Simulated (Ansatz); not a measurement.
Species: H2ClGa, SMILES `[Cl][GaH2]` (charge 0, multiplicity 1).

**Question.** Give a relaxed geometry from Ansatz (an electronic-structure program) with B3LYP-D3(BJ)/def2-TZVP.

**Answer.** the end point of this relaxation (outside a Z-matrix the atoms follow the SMILES, hydrogens last).
Bonded distances (Å): Cl1–Ga2 2.166, Ga2–H3 1.557, Ga2–H4 1.557. Bond angles (°): Cl1–Ga2–H3 115.0, Cl1–Ga2–H4 115.0, H3–Ga2–H4 129.9.
